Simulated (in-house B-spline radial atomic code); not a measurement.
## Cl⁶⁺: [He] 2s1 2p6 3s2 (with a hole in an inner shell)

Method: Dirac-Hartree-Fock, average of configuration, Fermi nucleus of rms radius 3.3654 fm. Calculated with a B-spline radial code for spherical atoms.

Screening seen three ways: the hydrogenic charge with the same mean radius, Z_r = [3n² - l(l+1)]/(2<r>), the one with the same energy, Z_e = n√(-2ε), and Slater's rules. Values are occupation-weighted means over j.

```
shell  electrons   ε (eV)  <r> (bohr)    Z_r    Z_e  Slater
   1s          2  -3013.2     0.09084  16.51  14.88   16.70
   2s          1  -424.27      0.4337  13.84  11.17   13.20
   2p          6  -349.23      0.3914  12.78  10.13   13.20
   3s          2  -118.03       1.236  10.92   8.84    8.70
```

The least bound orbital is 3s1/2 at -118 eV, and it is also the most diffuse (<r> = 1.236 bohr). The part-filled 2s shell lies below the filled 3s shell in orbital energy.

Spin-orbit splittings of the orbital energies (j = l + 1/2 above j = l - 1/2 when positive): 2p 1.874 eV.

For the 1s electron the small component carries 0.367 % of the norm, the zero-frequency Breit interaction raises the level by 2.085 eV, self-energy by 0.9472 eV, and vacuum polarisation lowers it by 0.0645 eV.
